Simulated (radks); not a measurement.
Problem. Isoelectronic series with 13 electrons, each ion in its NIST ground configuration. All-electron calculation, scalar-relativistic Kohn-Sham, r2SCAN, spin-unpolarised, spherical densities, finite nucleus; meta-GGA in the generalised Kohn-Sham scheme; Fermi nuclear charge, rms radius of each element as measured or else 0.836 A^(1/3) + 0.57 fm. Program: a radial shooting solver on a logarithmic mesh with Libxc functionals. Total energies (hartree) and orbital eigenvalues (hartree):

ion,configuration,E (hartree),3p,3s
Al,[Ne] 3s2 3p1,-242.78168,-0.09758,-0.29311
P2+,[Ne] 3s2 3p1,-340.95508,-0.88820,-1.26289
Cl4+,[Ne] 3s2 3p1,-456.79012,-2.18073,-2.73179
Sc8+,[Ne] 3s2 3p1,-741.55146,-6.16234,-7.07050
V10+,[Ne] 3s2 3p1,-910.61813,-8.83762,-9.93023
Mn12+,[Ne] 3s2 3p1,-1097.59913,-11.96655,-13.24966
Co14+,[Ne] 3s2 3p1,-1302.60495,-15.54896,-17.03026
Cu16+,[Ne] 3s2 3p1,-1525.75885,-19.58539,-21.27435
Ga18+,[Ne] 3s2 3p1,-1767.19681,-24.07685,-25.98484
As20+,[Ne] 3s2 3p1,-2027.06791,-29.02470,-31.16521
Br22+,[Ne] 3s2 3p1,-2305.53448,-34.43059,-36.81939

Estimate the row of K6+ ([Ne] 3s2 3p1).

Solution. E (hartree) -590.30249; 3p -3.94210; 3s -4.67030.
